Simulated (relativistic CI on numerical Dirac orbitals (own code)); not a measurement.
## Sc³⁺ in a cubic cluster: 2p photoemission with charge transfer

Computed with a charge-transfer multiplet model of a cubic metal-ligand cluster with up to 2 ligand holes, Slater and spin-orbit integrals from Dirac-Coulomb-Breit ions, Slater integrals scaled by 0.8. The ground state mixes d0 with configurations of k ligand holes L, whose averages lie at kΔ + k(k − 1)U_dd/2; a core hole lowers each added d electron by U_cd. 300 K, Lorentzian 0.6 eV and Gaussian 0.8 eV FWHM.

Atomic integrals in eV (Slater integrals scaled, ζ unscaled), ground: F2dd 4.710, F4dd 2.885, zeta_d 0.005; with the core hole: F2dd 4.710, F4dd 2.885, zeta_d 0.020, zeta_core 3.003, F2cd 4.113, G1cd 2.955, G3cd 1.675. Where a configuration has fewer than two d electrons, the dd integrals are those of d2.

Cluster parameters (eV): Δ = 6.2, U_dd = 4.8, 10Dq = 0.4, 10Dq(ligand) = 1.3, V(eg) = 2.4, V(t2g) = -1.21, final-state hopping factor = 0.8.

```tsv
Case	n_d	d0	d1L	d2L2	S
U_cd = 6 eV	0.43	0.61	0.34	0.04	0.00
U_cd = 6.6 eV	0.43	0.61	0.34	0.04	0.00
U_cd = 7.2 eV	0.43	0.61	0.34	0.04	0.00
```

Weights, n_d and S are thermal averages at 300 K. Binding energies count from the first peak over 30 % of the highest in each spectrum, which can be another peak from case to case. The parameters are a model scan and need not match a compound or its usual spin state. Peaks in eV (height, largest 100):
- U_cd = 6 eV: 0.0 (100), 4.8 (37), 7.9 (15), 12.5 (6)
- U_cd = 6.6 eV: 0.0 (100), 4.8 (38), 8.1 (18), 12.7 (8)
- U_cd = 7.2 eV: 0.0 (100), 4.8 (39), 8.3 (22), 12.9 (10)

A d0 ion has no d-d gap: its lowest excitations are ligand-to-metal charge transfer. With the core hole the configuration with one ligand hole lies at Δ − U_cd = 0.2, -0.4, -1.0 eV from the one without, in the order of the table; where this is negative the screened configuration lies lower, though the effective hopping of about 4.4 eV (from the holes of the mixed ground state) mixes the two strongly wherever it is as large as the gap.
